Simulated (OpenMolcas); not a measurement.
**Cr2+: ligand-field states by method**

Cr2+ with its 6 nearest oxide ions at 2.154 Å, on the Mg site of MgO (a = 4.2112 Å, distance in the model lattice 2.106 Å). The rest of the host is ab initio model potentials to 7.6 Å, with orthogonalisation functions on the cations behind the ligands, and point charges beyond; the distance is set by hand and nothing relaxes. Ligand basis ANO-RCC-VDZP.

```json
{
 "Program": "OpenMolcas",
 "Basis": "ANO-RCC-VDZP [5s4p2d1f]",
 "Scalar Hamiltonian": "DKH2, point nucleus",
 "Active space": "4 electrons in 5 orbitals (3d)",
 "State averaging": "2S+1 = 5 even, 5 roots; 2S+1 = 3 even, 45 roots; 2S+1 = 1 even, 50 roots",
 "Spin-orbit coupling": "RASSI with atomic mean-field integrals over the reference wave functions"
}
```

I. CASSCF
II. SS-CASPT2, IPEA 0.25 Eh, imaginary shift 0.1 Eh (closed shells correlated: 3s 3p and the ligand valence shells)

Spin-free states (labels of O, the rotations of Oh) in cm-1, each column counted from its own energy of the first state listed:

| State | Degeneracy | I | II |
| --- | --- | --- | --- |
| 5E | 2 | 0 | 0 |
| 3T1 | 3 | 8794 | 5470 |
| 5T2 | 3 | 12482 | 14030 |
| 1T2 | 3 | 18512 | 12960 |
| 3E | 2 | 19044 | 16110 |
| 3T1 | 3 | 19688 | 15710 |
| 1E | 2 | 19703 | 14540 |
| 3T2 | 3 | 20515 | 16440 |
| 3A2 | 1 | 22652 | 18260 |
| 3A1 | 1 | 22779 | 18260 |
| 1A1 | 1 | 25265 | 17640 |
| 3E | 2 | 26495 | 21510 |
| 1A2 | 1 | 28555 | 23980 |
| 1T2 | 3 | 28586 | 23470 |
| 3T1 | 3 | 29964 | 27020 |
| 1T1 | 3 | 30474 | 24610 |
| 3T2 | 3 | 31815 | 29350 |
| 3T1 | 3 | 32989 | 31710 |
| 1E | 2 | 34003 | 27040 |
| 3T2 | 3 | 37483 | 31610 |

From I to II, I's first state of the same spin (5T2) moves from 12482 to 14030 cm-1, by about +1600 cm-1.

From I to II, I's first state of another spin (3T1) moves from 8794 to 5470 cm-1, by about -3300 cm-1.

I: A least-squares ligand-field fit to the states below 45000 cm-1, each weighted by its degeneracy and with a free common offset, gives 10Dq = 12925 cm-1, B = 962 cm-1 and C = 3594 cm-1 (C/B = 3.74), with an rms deviation of 224 cm-1. The same method and metal basis give the free ion B = 1014 cm-1 (fit to its terms below 60000 cm-1, rms deviation 81 cm-1), so the nephelauxetic ratio is β = 962 / 1014 = 0.95; it hangs on how both fits weigh the states, and computed free-ion B values tend to be too large, so β mixes covalency with correlation.

χT at 300 K: I 2.97, II 2.97 cm3 K/mol.

Roots that are degenerate in the reference are averaged as groups; the widest CASPT2 spread within a group is 110 cm-1 (the 3-fold group of multiplicity 1 near 38000 cm-1 above the lowest state of its run, II). Shifts and gaps below about the spread of the groups concerned are not significant. Over all roots computed the reference weight is 0.70 to 0.72 in II; a low but even weight reflects the number of correlated electrons. An orbital doublet at a regular site is open to a Jahn-Teller distortion, which this geometry leaves out. This shell can be high or low spin here, a state of another spin lies low, and with metal d orbitals alone active their balance is uncertain, so the ground spin may be wrong. Ligand-to-metal charge-transfer states are missing. With no ligand orbital active B as a rule stays too high, so bands that hang on it stand too high and its fall with covalency is understated. Without dynamic correlation the repulsion within the d shell is too large (B by tens of per cent), so at a given field states of lower spin stand too high (holds for I). With metal d orbitals alone and no dynamic correlation 10Dq can be off by a tenth to a fifth, either way, in oxide and fluoride hosts (holds for I). These CASPT2 states fit no ligand-field parameters well, so their order and spin gaps are uncertain (holds for II). With one d shell and no ligand orbital active, 10Dq can be off by tens of per cent for divalent 3d ions, low with halides held by bare charges and at times high in hosts (holds for II). No measured value stands beside these numbers; the geometry was set by hand and not optimised.
